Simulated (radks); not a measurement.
Problem. Dipole-allowed excitations along the series with 68 electrons in [Xe] 4f14. Method: scalar-relativistic Kohn-Sham, LB94 model potential, spin-unpolarised, spherical densities, finite nucleus; Fermi nuclear charge, rms radius of each element as measured or else 0.836 A^(1/3) + 0.57 fm; computed with a radial shooting solver on a logarithmic mesh with Libxc functionals. Time-dependent linear response with the Hartree and adiabatic LDA kernel, continuum included through the Sternheimer equations, no spin-orbit coupling, so fine structure and intercombination lines are absent. Lines are the poles of the dipole polarisability below minus the highest occupied eigenvalue, found on a grid refined at the orbital gaps; the lowest seven at most are given, and weak or close lines can be missed. The first line takes the name of the lowest orbital gap if no other gap lies below it; otherwise a line is named after a gap within 0.6 % of it, if that gap stands alone.

| species | -e(HOMO) (eV) | lowest orbital gap (eV) | first line (eV) | f | static alpha (bohr^3) |
|---|---|---|---|---|---|
| Ir9+ | 199.60 | 5p-5d 57.257 | 67.067 (5p-5d) | 3.77 | 1.208 |
| Pt10+ | 226.67 | 5p-5d 61.362 | 72.415 (5p-5d) | 4.54 | 1.042 |

Estimate the first line of Au11+, its oscillator strength and the static polarisability.

Solution. 77.513 eV (5p-5d), f = 4.89, alpha = 0.9077 bohr^3.
